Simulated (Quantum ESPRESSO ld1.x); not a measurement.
The nuclear charge of the indium ion In+ is varied continuously with 48 electrons held in [Kr] 4d10 5s2. All-electron calculation, scalar-relativistic Kohn-Sham, PBE, spin-unpolarised, spherical densities, point nucleus. Program: ld1.x of Quantum ESPRESSO 7.5. By the Hellmann-Feynman theorem dE/dZ = E(electron-nucleus)/Z, the electronic potential at the nucleus. The scalar-relativistic energy here is not variational (the density holds large components alone), so the two differ by a part that grows with Z.

| Z | E (hartree) | E(electron-nucleus)/Z (hartree) | HOMO | e(HOMO) (eV) | <r> HOMO (bohr) |
|---|---|---|---|---|---|
| 48.5 | -5737.021 | -285.889 | 5s | -10.030 | 2.662 |
| 48.75 | -5808.974 | -287.924 | 5s | -12.416 | 2.567 |
| 49 | -5881.440 | -289.960 | 5s | -14.925 | 2.482 |
| 49.25 | -5954.420 | -291.996 | 5s | -17.552 | 2.406 |
| 49.5 | -6027.912 | -294.032 | 5s | -20.291 | 2.337 |
| 49.75 | -6101.918 | -296.069 | 5s | -23.138 | 2.274 |
| 50 | -6176.438 | -298.106 | 5s | -26.091 | 2.216 |

The central difference of E at Z = 49 is -290.891 hartree, to compare with the third column; the second derivative is -8.21 hartree.
